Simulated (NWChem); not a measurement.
Species: C3H6OS; SMILES CSC(C)=O

```xyz
11

C      0.5182    -1.9492     0.0000
S     -0.7864    -0.7064     0.0000
C      0.2276     0.7632     0.0000
C     -0.5739     2.0386     0.0000
O      1.4292     0.7143     0.0000
H      1.1456    -1.8455    -0.8950
H      1.1456    -1.8455     0.8950
H      0.0229    -2.9290     0.0000
H      0.1154     2.8923     0.0000
H     -1.2227     2.0822     0.8877
H     -1.2227     2.0822    -0.8877
```
Atoms are numbered in this order, from 1.

This is a stationary point of PBE0/def2-SVP (NWChem), point group Cs. 

**Question.** Is it a minimum? If not, what does it relax to?

**Answer.** No. It has an imaginary frequency of 64i cm⁻¹. Following that mode (on a finer grid) lowers the energy by 0.6 kcal/mol and ends, with real frequencies alone, at point group Cs:
```xyz
11

C      0.5015    -1.9735    -0.0689
S     -0.7726    -0.7008    -0.0856
C      0.2375     0.7664     0.0084
C     -0.5806     2.0301     0.0128
O      1.4391     0.7492     0.0624
H      0.4488    -2.5679    -0.9906
H      1.4706    -1.4543    -0.0080
H      0.3672    -2.6262     0.8039
H     -0.3536     2.5909     0.9319
H     -1.6602     1.8389    -0.0456
H     -0.2683     2.6525    -0.8391
```
